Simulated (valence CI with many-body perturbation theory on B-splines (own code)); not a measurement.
**Bi77+: magnetic and hyperfine properties of the levels**

Computed by valence CI with perturbative core correlation (CI+MBPT): four valence electrons over a frozen Dirac-Fock core [He], a basis of 11 s, 11 p, 10 d, 8 f, 5 g, 2 h functions for each j, with the one-electron correlation potential Σ1, the two-electron term Σ2, the three-electron term Σ3, Breit, model QED; selected CI, second order for the rest, scaled by the run's own slope (own B-spline code, finite nucleus).

No measured spectrum was set against this ion. As an estimate, large intervals hold to a few tenths of a per cent, small ones and those within an open d or f shell to about a per cent. Among the levels kept, up to 1100 cm⁻¹ of a level comes from second order outside the variational space, and about a tenth of that is noise between levels of different J, which matters for small intervals.

A/g_I is the dipole constant over the nuclear g factor μ/I (μ in nuclear magnetons, uniformly magnetised nucleus), B/Q the quadrupole constant per barn. Both hold the static response of the core; the bare values leave it out. Large factors of s and p1/2 electrons are usually good to 5 to 10 %; those of open d and f shells near neutrality can be off by tens of per cent, and small factors of p3/2, d and f electrons come from cancelling terms and can be off by a factor of two or in sign, in half-filled shells by more. B is blank for J = 1/2, where it vanishes, and for nearly pure S terms. Energies count from the lowest level. Levels with J = 0 are left out.

Levels are named by their leading jj configuration (3d3/2^4 stands for four electrons in 3d with j = 3/2), which in mixed levels can hold well under half, so a name can repeat and another be missing. Letters in brackets count levels of one name in rising energy.

```
                     Level  E (eV)      g  A/g_I (MHz)  A/g_I bare  B/Q (MHz/b)  B/Q bare
    (2s^2 2p1/2 2p3/2) J=1    2421  1.460     -1830000    -1790000      1240000   1240000
    (2s^2 2p1/2 2p3/2) J=2    2439  1.120      4280000     4290000      2390000   2390000
    (2s 2p1/2^2 2p3/2) J=2    2789  1.470     1.09e+07    1.08e+07      2420000   2420000
    (2s 2p1/2^2 2p3/2) J=1    2892  1.110     -8500000    -8350000      1350000   1350000
        (2s^2 2p3/2^2) J=2    4894  1.283      1240000     1260000        91000     91100
(2s 2p1/2 2p3/2^2) J=2 [a]    5177  1.538      7580000     7530000       271000    271000
    (2s 2p1/2 2p3/2^2) J=3    5224  1.282      9760000     9700000        -7430     -7470
(2s 2p1/2 2p3/2^2) J=1 [a]    5329  1.293    -1.07e+07   -1.06e+07      -560000   -561000
(2s 2p1/2 2p3/2^2) J=2 [b]    5336  1.033      -888000     -816000      -190000   -190000
(2s 2p1/2 2p3/2^2) J=1 [b]    5342  1.274     2.60e+07    2.57e+07       336000    337000
     (2p1/2^2 2p3/2^2) J=2    5725  1.292      1160000     1220000        87900     88000
          (2s 2p3/2^3) J=2    7721  1.432     1.10e+07    1.09e+07     -2520000  -2520000
          (2s 2p3/2^3) J=1    7822  1.139     -8580000    -8430000     -1130000  -1130000
       (2p1/2 2p3/2^3) J=1    8168  1.460     -1920000    -1830000     -1240000  -1240000
       (2p1/2 2p3/2^3) J=2    8186  1.112      4270000     4290000     -2570000  -2570000
       (2s^2 2p1/2 3s) J=1   13709  1.289     1.26e+07    1.26e+07       -17000    -17000
    (2s^2 2p1/2 3p1/2) J=1   13812  0.621      8840000     8810000        -3960     -3960
       (2s 2p1/2^2 3s) J=1   14046  1.980     2.59e+07    2.56e+07         5500      5500
    (2s 2p1/2^2 3p1/2) J=1   14162  1.314     2.21e+07    2.19e+07        -7020     -7030
    (2s^2 2p1/2 3p3/2) J=2   14554  1.136      3660000     3660000       758000    759000
    (2s^2 2p1/2 3p3/2) J=1   14555  1.493     -2860000    -2840000       382000    383000
    (2s^2 2p1/2 3d3/2) J=2   14629  0.734      3560000     3550000       152000    153000
    (2s^2 2p1/2 3d3/2) J=1   14657  0.824     -3100000    -3090000        68700     69200
    (2s^2 2p1/2 3d5/2) J=2   14825  1.284     -1710000    -1710000       157000    158000
    (2s^2 2p1/2 3d5/2) J=3   14830  1.086      2330000     2320000       145000    146000
    (2s 2p1/2^2 3p3/2) J=2   14898  1.476      9870000     9790000       728000    729000
    (2s 2p1/2^2 3p3/2) J=1   14903  1.143     -9600000    -9490000       387000    387000
    (2s 2p1/2^2 3d3/2) J=1   14971  0.476     -9810000    -9710000        68500     69000
    (2s 2p1/2^2 3d3/2) J=2   14977  1.091     1.02e+07    1.01e+07       133000    134000
    (2s 2p1/2^2 3d5/2) J=3   15163  1.317      6780000     6720000       139000    140000
    (2s 2p1/2^2 3d5/2) J=2   15182  1.038     -6550000    -6480000       114000    115000
```

(1) Take the isotope of mass number 207, with I = 9/2, μ = 4.0729 μN, leaving out the quadrupole term. What is the hyperfine structure of (2s 2p1/2^2 2p3/2) J=1?

Results:

(1) From the table A = -7690000 MHz. Shifts from the centre of gravity in MHz: F = 7/2: 4.23e+07, F = 9/2: 7690000, F = 11/2: -3.46e+07.
